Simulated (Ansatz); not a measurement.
`[Cl][Ti]([Cl])([Cl])[SeH]` + H–F → `[F][Ti]([Cl])([Cl])[SeH]` + HCl at 400 K and 1 bar (ligand exchange at a Ti–Cl bond).

Isolated molecules relaxed with PBE0-D4/def2-TZVP in Ansatz; ΔE leaves out vibrations. CCSD(T)/CBS adds triple-zeta CCSD(T) − MP2 to the extrapolated MP2 energy (def2 sets, frozen cores). This one scheme is used for every species. For Se, Ti outer-core shells are correlated without core-valence functions, which leaves a few kJ/mol of doubt a bond. Scalar relativity is left out up to krypton. Each species was taken in one conformer, which may not be the lowest.

```tsv
species	CCSD(T)/CBS energy (Eh)	H − E (kJ/mol)	S (J/(mol·K))
`[Cl][Ti]([Cl])([Cl])[SeH]`	-4629.79564	68.0	437.0
H–F	-100.39570	36.5	182.2
`[F][Ti]([Cl])([Cl])[SeH]`	-4269.81265	69.4	423.4
HCl	-460.38127	29.6	195.4
```

H − E and S are ideal-gas, rigid-rotor, harmonic terms from PBE0-D4/def2-TZVP, for one conformer and one mirror image of each species. 1 Eh = 2625.50 kJ/mol, R = 8.31446 J/(mol·K).

Problem. By hand: ΔE, ΔH, ΔS and ΔG.

Solution. ΔE = (-4269.81265) + (-460.38127) − (-4629.79564) − (-100.39570) = -0.00258 Eh = -6.8 kJ/mol. Δ(H − E) = 69.4 + 29.6 − 68.0 − 36.5 = -5.5, so ΔH = -12.3 kJ/mol. ΔS = 423.4 + 195.4 − 437.0 − 182.2 = -0.4 J/(mol·K). ΔG = -12.3 − 400 × (-0.4)/1000 = -12.1 kJ/mol.

Problem. By hand: the equilibrium constant, and the temperature at which ΔG would vanish if ΔH and ΔS stayed fixed.

Solution. log₁₀ K = −ΔG/(RT ln 10) = 1.6. ΔG = 0 at ΔH/ΔS = 30750 K, far beyond where these terms or the molecules hold.

The number of gas molecules stays the same, so ΔS is small and ΔH decides. A doubt of 5 kJ/mol in ΔE shifts log₁₀ K by 0.7 here. Other conformers and mirror images would add mixing entropy, several J/(mol·K) or more a flexible species. These are equilibria of isolated gas molecules and say nothing of rates. Largest T1 diagnostic: 0.025 (customary marks: 0.02 for closed shells, 0.045 for open ones).
